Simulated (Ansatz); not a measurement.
System: BH3, charge 0, singlet. BH3 (borane, SMILES B).
B3LYP-D3(BJ)/def2-TZVP minimum from Ansatz (an electronic-structure program):
```
B
H 1 1.1893
H 1 1.1893 2 120.00
H 1 1.1893 2 120.00 3 180.00
```

Hartree-Fock and CCSD(T) correlation energies in hartree (Ansatz). Radicals and triplets start from unrestricted determinants; spin-orbit coupling is neglected. Cores are frozen in correlated methods. No relativity.

```csv
basis,X,E(HF),"E(corr, CCSD(T))"
cc-pVTZ,3,-26.40015,-0.13757
cc-pVQZ,4,-26.40208,-0.14298
cc-pV5Z,5,-26.40254,withheld
```

**Question.** Fit E(corr) = E∞ + A/X³ to X = 3 and 4, predict X = 5, and compare with the run.

**Answer.** A = (-0.13757 - (-0.14298))/(1/27 - 1/64) = 0.2527; E∞ = -0.14298 - A/64 = -0.14693; at X = 5, E∞ + A/125 = -0.14491. The run gave -0.14445, 0.46 mEh above the prediction. The same form on X = 4 and 5 gives E∞ = -0.14599, 0.94 mEh above the first estimate.
